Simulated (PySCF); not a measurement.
Compound: C2H9B2NO.
InChI=1S/C2H9B2NO/c1-4(5-2)6-3/h5H,3H2,1-2H3

Torsions of this conformer, `[BH2:1][O:2][B:3]([CH3:4])[NH:5][CH3:6]`: O2–B3–N5–C6 180°.

The closed-shell ground state was solved at several levels (PySCF, density fitting, gas phase, non-relativistic). Geometry: GFN2-xTB, one conformer, isolated molecule.

```json
{"level": "PBE0/pcSseg-1", "basis functions": "147", "total energy (Eh)": "-261.0779", "HOMO (eV)": "-7.02", "LUMO (eV)": "-0.15", "gap (eV)": "6.87", "dipole (D)": "2.15"}
{"level": "B3LYP/def2-SVPD", "basis functions": "195", "total energy (Eh)": "-261.2663", "HOMO (eV)": "-6.86", "LUMO (eV)": "-0.54", "gap (eV)": "6.32", "dipole (D)": "1.98"}
```

Q: Estimate the row for B3LYP/pcJ-1, a basis of 252 functions; the other rows only guide the guess.

A: Total energy -261.4588 Eh, HOMO -6.79 eV, LUMO -0.40 eV, gap 6.39 eV, dipole 2.16 D.

Q: Over all these levels, which gives the widest orbital gap and which the narrowest?

A: PBE0/pcSseg-1 (global hybrid, 25 % exact exchange) has the widest, 6.87 eV, and B3LYP/def2-SVPD (global hybrid, 20 % exact exchange) the narrowest, 6.32 eV. Functional and basis both differ between the two, so the spread mixes both effects.

Q: How far do the dipole and the HOMO energy spread over the levels?

A: The dipole runs from 1.98 to 2.16 D (mean 2.09 D) and the HOMO from -7.02 to -6.79 eV.
